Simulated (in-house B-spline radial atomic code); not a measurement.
Inner levels of tungsten as electrons are removed. A shift is the extra binding of the orbital against the neutral atom ([Xe] 4f14 5d4 6s2). The density at the nucleus is averaged over the nuclear charge. Computed with a B-spline radial code for spherical atoms: Dirac-Hartree-Fock, average of the configuration, finite nuclei.

| ion | configuration | shift of 4d5/2 (eV) | shift of 2p3/2 (eV) | shift of 3d3/2 (eV) | radius of 4d5/2 (bohr) | radius of 2p3/2 (bohr) | radius of 3d3/2 (bohr) | Σ<r²> (bohr²) | change of density at nucleus (bohr⁻³) |
| --- | --- | --- | --- | --- | --- | --- | --- | --- | --- |
| W15+ | [Kr] 4d10 4f11 5s2 | 318.1 | 335.39 | 333.79 | 0.50134 | 0.071646 | 0.17959 | 11.214 | 727.6 |
| W16+ | [Kr] 4d10 4f11 5s1 | 346.47 | 365.98 | 363.53 | 0.50008 | 0.071644 | 0.17956 | 10.134 | -288.36 |
| W17+ | [Kr] 4d10 4f11 | 375.34 | 397.25 | 393.89 | 0.49876 | 0.071641 | 0.17953 | 9.0972 | -1364.03 |
| W18+ | [Kr] 4d10 4f10 | ? | ? | ? | ? | ? | ? | ? | ? |
| W19+ | [Kr] 4d10 4f9 | 454.9 | 487.48 | 485.66 | 0.49051 | 0.071648 | 0.17944 | 8.0834 | -1212.25 |
| W20+ | [Kr] 4d10 4f8 | 496.29 | 535.1 | 534.03 | 0.48633 | 0.071652 | 0.17938 | 7.6285 | -1125.12 |
| W21+ | [Kr] 4d10 4f7 | 538.71 | 584.34 | 584 | 0.48212 | 0.071656 | 0.17931 | 7.203 | -1030.49 |
| W22+ | [Kr] 4d10 4f6 | 582.12 | 635.19 | 635.57 | 0.47791 | 0.07166 | 0.17922 | 6.8038 | -928.39 |
| W23+ | [Kr] 4d10 4f5 | 626.53 | 687.65 | 688.69 | 0.47371 | 0.071665 | 0.17913 | 6.4284 | -818.81 |
| W24+ | [Kr] 4d10 4f4 | 671.89 | 741.68 | 743.34 | 0.46952 | 0.07167 | 0.17903 | 6.0744 | -701.78 |
| W25+ | [Kr] 4d10 4f3 | 718.2 | 797.28 | 799.5 | 0.46535 | 0.071675 | 0.17892 | 5.74 | -577.32 |
| W26+ | [Kr] 4d10 4f2 | ? | ? | ? | ? | ? | ? | ? | ? |
| W27+ | [Kr] 4d10 4f1 | 813.59 | 913.13 | 916.29 | 0.45709 | 0.071685 | 0.17866 | 5.1232 | -306.17 |
| W28+ | [Kr] 4d10 | 862.65 | 973.36 | 976.87 | 0.45301 | 0.07169 | 0.17851 | 4.838 | -159.53 |
| W29+ | [Kr] 4d9 | 912.32 | 1038.94 | 1037.9 | 0.44893 | 0.07168 | 0.17855 | 4.5505 | 55.17 |
| W30+ | [Kr] 4d8 | 962.62 | 1105.68 | 1099.89 | 0.44518 | 0.07167 | 0.17834 | 4.272 | 276.26 |
| W31+ | [Kr] 4d7 | ? | ? | ? | ? | ? | ? | ? | ? |
| W32+ | [Kr] 4d6 | 1065.13 | 1242.64 | 1226.71 | 0.43789 | 0.071647 | 0.17789 | 3.7402 | 737.67 |
| W33+ | [Kr] 4d5 | 1117.33 | 1312.85 | 1291.53 | 0.43436 | 0.071635 | 0.17766 | 3.4862 | 977.99 |
| W34+ | [Kr] 4d4 | 1170.16 | 1384.21 | 1357.29 | 0.43088 | 0.071623 | 0.17741 | 3.2398 | 1224.73 |
| W35+ | [Kr] 4d3 | 1223.61 | 1456.71 | 1423.97 | 0.42747 | 0.07161 | 0.17716 | 3.0006 | 1477.88 |
| W36+ | [Kr] 4d2 | 1277.7 | 1530.37 | 1491.58 | 0.42412 | 0.071596 | 0.1769 | 2.7684 | 1737.46 |
| W37+ | [Kr] 4d1 | 1332.41 | 1605.16 | 1560.11 | 0.42083 | 0.071582 | 0.17663 | 2.5428 | 2003.48 |

Problem. Fill in the row of W18+.

Solution. shift of 4d5/2 (eV): 414.58; shift of 2p3/2 (eV): 441.53; shift of 3d3/2 (eV): 438.93; radius of 4d5/2 (bohr): 0.49466; radius of 2p3/2 (bohr): 0.071644; radius of 3d3/2 (bohr): 0.17949; Σ<r²> (bohr²): 8.5715; change of density at nucleus (bohr⁻³): -1291.88.

Problem. Fill in the row of W26+.

Solution. shift of 4d5/2 (eV): 765.44; shift of 2p3/2 (eV): 854.43; shift of 3d3/2 (eV): 857.16; radius of 4d5/2 (bohr): 0.4612; radius of 2p3/2 (bohr): 0.07168; radius of 3d3/2 (bohr): 0.17879; Σ<r²> (bohr²): 5.4234; change of density at nucleus (bohr⁻³): -445.46.

Problem. Fill in the row of W31+.

Solution. shift of 4d5/2 (eV): 1013.56; shift of 2p3/2 (eV): 1173.58; shift of 3d3/2 (eV): 1162.83; radius of 4d5/2 (bohr): 0.4415; radius of 2p3/2 (bohr): 0.071659; radius of 3d3/2 (bohr): 0.17812; Σ<r²> (bohr²): 4.002; change of density at nucleus (bohr⁻³): 503.77.
